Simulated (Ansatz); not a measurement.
Reaction (ligand exchange at the Si–C bond): `C#C[SiH](Cl)Cl` + `S[SiH2]Cl` → `Cl[SiH2]S[SiH](Cl)Cl` + `C#C`

Isolated molecules relaxed with PBE0-D4/def2-TZVP in Ansatz; ΔE leaves out vibrations. CBS: MP2 limit from def2 TZ/QZ plus the TZ coupled-cluster correction, frozen cores. This one scheme is used for every species. DFT in def2-TZVPP. One conformer a species, not always the lowest.

```json
{"species": "`C#C[SiH](Cl)Cl`", "ωB97X-V energy (Eh)": "-1287.21342"}
{"species": "`S[SiH2]Cl`", "ωB97X-V energy (Eh)": "-1149.62771"}
{"species": "`Cl[SiH2]S[SiH](Cl)Cl`", "ωB97X-V energy (Eh)": "-2359.51895"}
{"species": "`C#C`", "ωB97X-V energy (Eh)": "-77.33252"}
```

Problem. Work out ΔE.

Solution. ΔE = (-2359.51895) + (-77.33252) − (-1287.21342) − (-1149.62771) = -0.01034 Eh = -27.1 kJ/mol. CCSD(T)/CBS gives -28.2 kJ/mol.

Largest T1 diagnostic among the species: 0.013.

In def2-TZVPP, CCSD(T) changes the Hartree–Fock value by −11.9 kJ/mol (the triples alone add −2.6 kJ/mol) and MP2 by −16.0 kJ/mol. The D4 term adds −15.7 kJ/mol with B3LYP and −8.9 kJ/mol with PBE0; it sums over pairs of atoms, weighted by their polarisabilities, and B3LYP, whose exchange is more repulsive, gets the larger term.

B3LYP here is the variant with VWN-RPA as its local correlation; programs differ in this.
